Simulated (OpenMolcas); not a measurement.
Er2+: moving or changing the point charges

Er2+ among 6 point charges of -2 e arranged as an octahedron (Oh), 2.66 Å from the ion.
```
   2.6600    0.0000    0.0000  -2.00
   0.0000    2.6600    0.0000  -2.00
  -2.6600    0.0000    0.0000  -2.00
   0.0000   -2.6600    0.0000  -2.00
   0.0000    0.0000    2.6600  -2.00
   0.0000    0.0000   -2.6600  -2.00
```

```json
{
  "Program": "OpenMolcas 26.06",
  "Method": "SS-CASPT2, IPEA 0.25 Eh, imaginary shift 0.1 Eh (closed shells correlated: 5s 5p)",
  "Basis": "ANO-RCC-VDZP [7s6p4d2f1g]",
  "Scalar Hamiltonian": "DKH2, point nucleus",
  "Active space": "12 electrons in 7 orbitals (4f)",
  "State averaging": "2S+1 = 3 even, 21 roots; 2S+1 = 1 even, 27 roots kept (CI in the orbitals of an earlier block)",
  "Spin-orbit coupling": "RASSI with atomic mean-field integrals over the reference wave functions"
}
```

Runs around this geometry, states (labels of O, the rotations of Oh). Energies in cm-1 above the lowest state or level, χT in cm3 K/mol; under a threefold ground state the first gap can be a small split of the lowest multiplet, not the spin-orbit step.

| R (Å) | Ground state | First state of that spin | First gap with spin-orbit (degeneracies) | Width of lowest J | χT at 300 K |
| --- | --- | --- | --- | --- | --- |
| 2.66 | 3T1 | 3E 58 | 36 (1, 3) | 264 | 7.084 |
| 2.8 | 3T1 | 3E 50 | 31 (1, 3) | 199 | 7.111 |
| 3.17 | 3T1 | 3E 54 | 28 (1, 3) | 129 | 7.132 |

Taking the width of the lowest J multiplet as R^-n, n = -ln(129 / 264) / ln(3.17 / 2.66) = 4.1 between the shortest and longest distance.

Roots that are degenerate in the reference are averaged as groups; the widest CASPT2 spread within a group is 1100 cm-1 (the 3-fold group of multiplicity 1 near 30000 cm-1 above the lowest state of its run, R = 2.8). Shifts and gaps below about the spread of the groups concerned are not significant. Point charges carry no covalency, so the field is a model and not that of real ligands. No measured value stands beside these numbers.
